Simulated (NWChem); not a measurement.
Molecule: C$_{4}$H$_{4}$OS; SMILES C=C1SCC1=O

```xyz
10

C      2.1012    -0.2155     0.0000
C      0.7885     0.0276     0.0000
S     -0.2339     1.4810     0.0000
C     -1.4933     0.1379     0.0000
C     -0.3772    -0.9106     0.0000
O     -0.4335    -2.1044     0.0000
H      2.8506     0.5788     0.0000
H      2.4376    -1.2556     0.0000
H     -2.1255     0.1137    -0.9005
H     -2.1255     0.1137     0.9005
```
Atoms are numbered in this order, from 1.

Level: PBE0/def2-SVP (NWChem), optimised geometry, unscaled harmonic frequencies. 

Question: List the harmonic frequencies with IR intensities, and the thermochemistry.

Answer: 
```json
[
 {"frequency (cm⁻¹)": "108", "IR intensity (km/mol)": "10.4"},
 {"frequency (cm⁻¹)": "259", "IR intensity (km/mol)": "1.5"},
 {"frequency (cm⁻¹)": "312", "IR intensity (km/mol)": "0.0"},
 {"frequency (cm⁻¹)": "466", "IR intensity (km/mol)": "8.5"},
 {"frequency (cm⁻¹)": "545", "IR intensity (km/mol)": "7.6"},
 {"frequency (cm⁻¹)": "580", "IR intensity (km/mol)": "5.4"},
 {"frequency (cm⁻¹)": "677", "IR intensity (km/mol)": "8.3"},
 {"frequency (cm⁻¹)": "688", "IR intensity (km/mol)": "0.1"},
 {"frequency (cm⁻¹)": "756", "IR intensity (km/mol)": "6.1"},
 {"frequency (cm⁻¹)": "803", "IR intensity (km/mol)": "15.7"},
 {"frequency (cm⁻¹)": "902", "IR intensity (km/mol)": "36.9"},
 {"frequency (cm⁻¹)": "908", "IR intensity (km/mol)": "11.0"},
 {"frequency (cm⁻¹)": "1063", "IR intensity (km/mol)": "5.1"},
 {"frequency (cm⁻¹)": "1066", "IR intensity (km/mol)": "0.5"},
 {"frequency (cm⁻¹)": "1188", "IR intensity (km/mol)": "4.1"},
 {"frequency (cm⁻¹)": "1197", "IR intensity (km/mol)": "129.5"},
 {"frequency (cm⁻¹)": "1388", "IR intensity (km/mol)": "21.1"},
 {"frequency (cm⁻¹)": "1415", "IR intensity (km/mol)": "6.4"},
 {"frequency (cm⁻¹)": "1716", "IR intensity (km/mol)": "39.7"},
 {"frequency (cm⁻¹)": "1926", "IR intensity (km/mol)": "242.9"},
 {"frequency (cm⁻¹)": "3098", "IR intensity (km/mol)": "4.6"},
 {"frequency (cm⁻¹)": "3174", "IR intensity (km/mol)": "0.0"},
 {"frequency (cm⁻¹)": "3176", "IR intensity (km/mol)": "1.2"},
 {"frequency (cm⁻¹)": "3287", "IR intensity (km/mol)": "0.6"}
]
```

```
Property                                                                           Result
-----------------------------------------------------------------------  ----------------
zero-point energy                                                           43.9 kcal/mol
thermal correction to the enthalpy at 298.15 K (with zero-point energy)     48.0 kcal/mol
heat capacity Cv                                                         20.2 cal/(mol K)
entropy at 298.15 K and 1 atm (symmetry number 1)                        76.4 cal/(mol K)
dipole moment                                                                      1.20 D
```

Rigid rotor and harmonic oscillator.
